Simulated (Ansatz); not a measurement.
Computed with Ansatz on PBE0-D4/def2-TZVP structures; ΔE is electronic, products minus reactants. CBS: MP2 limit from def2 TZ/QZ plus the TZ coupled-cluster correction, frozen cores. DFT in def2-TZVPP. B3LYP here is the variant with VWN-RPA as its local correlation; programs differ in this. For Ga outer-core shells are correlated without core-valence functions, which leaves a few kJ/mol of doubt a bond. Scalar relativity is left out up to krypton.

`B[CH2][GaH2]` + `BC(C)F` → `BC(B)(C)F` + `[CH3][GaH2]`  (formal exchange of groups at a B–C bond)

(1) Is it downhill or uphill in electronic energy at CCSD(T)/CBS, and by how much? (An estimate is asked.)

(2) What do these levels give: B3LYP-D4, ωB97X-V, ωB97M-V, B2PLYP, PBE, r2SCAN, PBE0, SCS-MP2/def2-TZVPP, CCSD/def2-TZVPP, CCSD(T)/def2-TZVPP, MP2/def2-QZVPP, MP2/CBS(def2)? (Estimate.)

Largest T1 diagnostic among the species: 0.012.

Answers

(1) Ansatz gave: Uphill: ΔE = +8.7 kcal/mol.

(2) The calculation gave: B3LYP-D4 9.5, ωB97X-V 7.8, ωB97M-V 6.9, B2PLYP 9.6, PBE 4.7, r2SCAN 6.0, PBE0 6.1, SCS-MP2/def2-TZVPP 10.3, CCSD/def2-TZVPP 10.3, CCSD(T)/def2-TZVPP 9.0, MP2/def2-QZVPP 7.7, MP2/CBS(def2) 7.6 kcal/mol.

In def2-TZVPP, CCSD(T) changes the Hartree–Fock value by −8.8 kcal/mol (the triples alone add −1.4 kcal/mol) and MP2 by −9.9 kcal/mol. From PBE to PBE0 (25 % exact exchange), in def2-TZVPP and without D4, ΔE moves by +1.4 kcal/mol.
